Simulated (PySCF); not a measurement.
# Working out the ionisation energy of Cr

Cr [Ar] 3d5 4s1 (7S) → Cr⁺ [Ar] 3d5 (6S). Computed with PySCF 2.14 in x2c-QZVPPall (11s7p5d3f2g, 96 functions), with the spin-free X2C one-electron Hamiltonian (Gaussian nucleus). Frozen: [Ar]. Energies in hartree (1 hartree = 27.21139 eV):

| part | Cr (lower) | Cr⁺ (upper) |
| --- | --- | --- |
| UHF | -1049.673242 | -1049.452446 |
| CCSD correlation | -0.105004 | -0.085690 |
| (T) | -0.003236 | -0.001797 |

Q: What does Hartree-Fock give?

A: (-1049.452446) − (-1049.673242) = 0.220796 hartree = 6.008 eV.

Q: What do CCSD and CCSD(T) give?

A: The CCSD correlation energies differ by 0.019314 hartree = 0.526 eV and the triples by 0.001439 hartree = 0.039 eV, so CCSD gives 6.534 eV and CCSD(T) 6.573 eV.

Measured between the centres of the two terms (NIST): 6.767 eV, so CCSD(T) (valence) is off by -0.194 eV.

What remains against the reference includes basis incompleteness, the frozen core and higher excitations.
